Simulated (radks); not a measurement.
Task: All-electron atom: Au6+ in [Xe] 4f14 5d5. Calculated with a radial shooting solver on a logarithmic mesh with Libxc functionals: scalar-relativistic Kohn-Sham, BLYP, spin-polarised, spherical densities, finite nucleus; open shells are filled with parallel spins first (spin-orbit coupling, left out, can overturn this in heavy ions); Fermi nuclear charge, rms radius 5.4371 fm. Some entries of the table are withheld. Estimate them.

| orbital | occ. | eigenvalue (hartree) | r(max) (bohr) |
|---|---|---|---|
| 1s down | 1 | -2970.768 | 0.01042 |
| 1s up | 1 | -2970.768 | 0.01042 |
| 2s up | 1 | -526.9282 | 0.06018 |
| 2s down | 1 | -526.9098 | 0.06018 |
| 2p up | 3 | -456.1512 | 0.04981 |
| 2p down | 3 | -456.1362 | 0.04981 |
| 3s up | 1 | -126.8608 | 0.1696 |
| 3s down | 1 | -126.8537 | 0.1697 |
| 3p up | 3 | -106.3222 | 0.1690 |
| 3p down | 3 | -106.3143 | 0.1690 |
| 3d up | 5 | -84.34152 | 0.1376 |
| 3d down | 5 | -84.32812 | 0.1376 |
| 4s up | 1 | -30.08158 | 0.3826 |
| 4s down | 1 | -30.06322 | 0.3827 |
| 4p up | 3 | -23.34205 | 0.4027 |
| 4p down | 3 | -23.32476 | 0.4027 |
| 4d up | 5 | -15.24118 | 0.4101 |
| 4d down | 5 | -15.22106 | 0.4102 |
| 5s up | 1 | -7.21592 | 0.8457 |
| 5s down | 1 | -7.09544 | 0.8414 |
| 4f up | 7 | -6.24500 | 0.3751 |
| 4f down | 7 | -6.21685 | 0.3751 |
| 5p up | 3 | -5.38157 | 0.9442 |
| 5p down | 3 | -5.23822 | 0.9383 |
| 5d up | 5 | -3.22805 | (1) |
| 5d down | 0 | -3.07652 | (2) |

Result: 
(1) 5d up r(max) (bohr): 1.139
(2) 5d down r(max) (bohr): 1.135
